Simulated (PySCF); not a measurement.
**Working out the ionisation energy of Si⁺**

Si⁺ [Ne] 3s2 3p1 (2P) → Si²⁺ [Ne] 3s2 (1S). Computed with PySCF 2.14 in dyall-acv3z (19s12p6d4f, 113 functions), with no relativity, point nucleus. Frozen: 1s2; the 18 highest virtual orbitals dropped. Energies in hartree (1 hartree = 27.21139 eV):

| part | Si⁺ (lower) | Si²⁺ (upper) |
| --- | --- | --- |
| UHF | -288.578025 | -287.995683 |
| CCSD correlation | -0.355431 | -0.340445 |
| (T) | -0.004595 | -0.003682 |

Task: What does Hartree-Fock give?

Result: (-287.995683) − (-288.578025) = 0.582342 hartree = 15.846 eV.

Task: What do CCSD and CCSD(T) give?

Result: The CCSD correlation energies differ by 0.014986 hartree = 0.408 eV and the triples by 0.000913 hartree = 0.025 eV, so CCSD gives 16.254 eV and CCSD(T) 16.279 eV.

Measured between the centres of the two terms (NIST): 16.322 eV, so CCSD(T) (valence and next inner shell) is off by -0.043 eV.

What remains against the reference includes basis incompleteness, the frozen core and higher excitations.
